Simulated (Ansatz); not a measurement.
`[SiH3][SiH](S)[AsH2]` + `B[NH][GaH2]` → `[GaH2][AsH2]` + `BN[SiH]([SiH3])S`  (redistribution)

Isolated molecules relaxed with PBE0-D4/def2-TZVP in Ansatz; ΔE leaves out vibrations. CCSD(T)/CBS adds triple-zeta CCSD(T) − MP2 to the extrapolated MP2 energy (def2 sets, frozen cores). DFT in def2-TZVPP. B3LYP here is the variant with VWN-RPA as its local correlation; programs differ in this. For As, Ga outer-core shells are correlated without core-valence functions, which leaves a few kJ/mol of doubt a bond. Scalar relativity is left out up to krypton. One conformer a species, not always the lowest.

`[SiH3][SiH](S)[AsH2]`:

Cartesian coordinates in Å:
```
Si 0.914 1.189 -0.951
Si -0.420 0.144 0.655
S 0.838 -0.201 2.357
As -1.316 -1.919 -0.088
H 0.075 1.467 -2.147
H 1.490 2.466 -0.452
H 2.018 0.270 -1.335
H -1.579 1.006 1.023
H -0.099 -0.842 3.078
H -0.022 -2.297 -0.796
H -1.899 -1.282 -1.344
```

`B[NH][GaH2]`:

```xyz
8

B     1.333   -0.451   -0.163
N     0.297    0.238    0.477
Ga   -1.462    0.305   -0.108
H     2.444   -0.437    0.291
H     1.091   -1.056   -1.172
H     0.532    0.737    1.323
H    -1.783   -0.477   -1.415
H    -2.452    1.140    0.767
```

`[GaH2][AsH2]`:

Z-matrix (Å, degrees):
```
Ga
As 1 2.413
H 1 1.570 2 119.4
H 1 1.570 2 119.3 3 -175.2
H 2 1.521 1 92.8 3 -139.3
H 2 1.521 1 92.9 3 -45.4
```

`BN[SiH]([SiH3])S`:

Cartesian coordinates in Å:
```
B 0.844 -1.293 -1.380
N 0.785 0.101 -1.309
Si 0.175 1.045 0.028
Si -0.386 -0.353 1.815
S -1.504 2.247 -0.538
H 0.454 -1.939 -0.447
H 1.275 -1.827 -2.361
H 1.101 0.620 -2.119
H 1.175 2.081 0.400
H -0.779 0.531 2.945
H -1.550 -1.200 1.442
H 0.744 -1.217 2.243
H -2.334 1.205 -0.719
```

Problem. Is it downhill or uphill in electronic energy at CCSD(T)/CBS, and by how much? (Estimate.)

Solution. The calculation gave: Downhill: ΔE = -29.6 kJ/mol.

Problem. What do these levels give: PBE-D4, r2SCAN-D4, ωB97X-V, ωB97M-V, B2PLYP, r2SCAN, B3LYP, CCSD/def2-TZVPP, MP2/def2-QZVPP, SCS-MP2/def2-QZVPP, HF/CBS(def2), MP2/CBS(def2)? (Best estimate.)

Solution. Ansatz gave: PBE-D4 -29.3, r2SCAN-D4 -32.6, ωB97X-V -32.7, ωB97M-V -36.2, B2PLYP -32.2, r2SCAN -32.4, B3LYP -34.6, CCSD/def2-TZVPP -31.9, MP2/def2-QZVPP -27.4, SCS-MP2/def2-QZVPP -28.0, HF/CBS(def2) -39.8, MP2/CBS(def2) -27.1 kJ/mol.

Largest T1 diagnostic among the species: 0.013.

In def2-TZVPP, CCSD(T) changes the Hartree–Fock value by +9.5 kJ/mol (the triples alone add +1.7 kJ/mol) and MP2 by +12.0 kJ/mol.
